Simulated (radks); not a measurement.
Values are calculated unless marked as measured or tabulated.
Polarisability of neutral aluminium, [Ne] 3s2 3p1, at imaginary frequency. Code: a radial shooting solver on a logarithmic mesh with Libxc functionals. Model: scalar-relativistic Kohn-Sham, LDA (Slater exchange, Perdew-Wang correlation), spin-polarised, spherical densities, finite nucleus; open shells are filled with parallel spins first; Fermi nuclear charge, rms radius 3.061 fm. Response by self-consistent Sternheimer equations with the Hartree and adiabatic LDA kernel, the relativistic mass of each level held fixed and spin-orbit coupling left out.

| w (hartree) | alpha1(iw) (bohr^3) |
|---|---|
| 0.00266 | 65.82 |
| 0.0143 | 65.25 |
| 0.0360 | 62.34 |
| 0.0697 | 55.10 |
| 0.118 | 43.95 |
| 0.186 | 31.57 |
| 0.280 | 20.49 |
| 0.413 | 12.15 |
| 0.605 | 6.695 |
| 0.892 | 3.496 |
| 1.35 | 1.755 |
| 2.12 | 0.8529 |
| 3.59 | 0.3909 |
| 6.94 | 0.1472 |
| 17.5 | 0.03145 |

Static values: alpha1 = 65.84 bohr^3 (9.756 angstrom^3; uncoupled 95.87). C6 = 578.9, triple-dipole C9 = 27310 atomic units. One-pole (London) frequency 4 C6 / (3 alpha1^2) = 0.178 hartree, against 0.111 for minus the highest occupied eigenvalue. Recommended static value: 57.8 bohr^3 (Schwerdtfeger and Nagle, 2023 table).
